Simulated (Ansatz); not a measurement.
Computed with Ansatz on PBE0-D4/def2-TZVP structures; ΔE is electronic, products minus reactants. CCSD(T)/CBS adds triple-zeta CCSD(T) − MP2 to the extrapolated MP2 energy (def2 sets, frozen cores). This one scheme is used for every species. Functionals use def2-TZVPP. B3LYP here is the variant with VWN-RPA as its local correlation; programs differ in this. For Ti outer-core shells are correlated without core-valence functions, which leaves a few kJ/mol of doubt a bond. Scalar relativity is left out up to krypton. One conformer a species, not always the lowest.

Consider the ligand exchange at a Ti–O bond: `[OH][Ti]([OH])([OH])[OH]` + H–F → `[OH][Ti]([OH])([OH])[F]` + H₂O.

`[OH][Ti]([OH])([OH])[OH]`:

Z-matrix (Å, degrees):
```
Ti
O 1 1.801
O 1 1.801 2 110.0
O 1 1.801 2 108.5 3 -120.3
O 1 1.801 2 109.9 3 119.4
H 2 0.958 1 129.5 3 -107.1
H 3 0.958 1 129.5 2 -12.2
H 4 0.958 1 129.5 2 132.5
H 5 0.958 1 129.5 2 107.1
```

H–F:

Z-matrix (Å, degrees):
```
F
H 1 0.920
```

`[OH][Ti]([OH])([OH])[F]`:

Cartesian coordinates in Å:
```
O 0.412 -1.606 0.357
Ti 0.261 0.152 0.068
O 0.483 0.467 -1.683
O -1.348 0.740 0.579
F 1.489 1.008 1.009
H 0.832 -2.128 1.040
H 0.011 1.056 -2.273
H -2.140 0.310 0.904
```

H₂O:

```xyz
3

O     0.294   -0.101    0.234
H    -0.535    0.315    0.482
H     0.241   -0.214   -0.717
```

```tsv
level	ΔE (kJ/mol)	difference from CCSD(T)/CBS
PBE-D4	-53.2	-7.2
revPBE-D4	-51.9	-5.9
B3LYP-D4	-52.3	-6.3
r2SCAN0-D4	-53.1	-7.1
PBE	-55.4	-9.4
B3LYP	-55.7	-9.7
r2SCANh	-55.1	-9.1
RPA@PBE/def2-TZVPP	-47.9	-1.9
CCSD/def2-SVP	-55.8	-9.8
MP2/def2-TZVPP	-44.8	1.2
CCSD(T)/CBS	-46.0	0
```

Largest T1 diagnostic among the species: 0.024, so the coupled-cluster value is less sure than usual.

Leaving LDA and LC-ωPBE aside and taking each functional with its dispersion term where it has one, the values, not all of them listed here, spread over 7.9 kJ/mol, from B97M-V to PBE-QIDH. LDA lies +4.9 kJ/mol from PBE without D4. In def2-TZVPP, CCSD(T) changes the Hartree–Fock value by +10.0 kJ/mol (the triples alone add +1.6 kJ/mol) and MP2 by +12.6 kJ/mol.
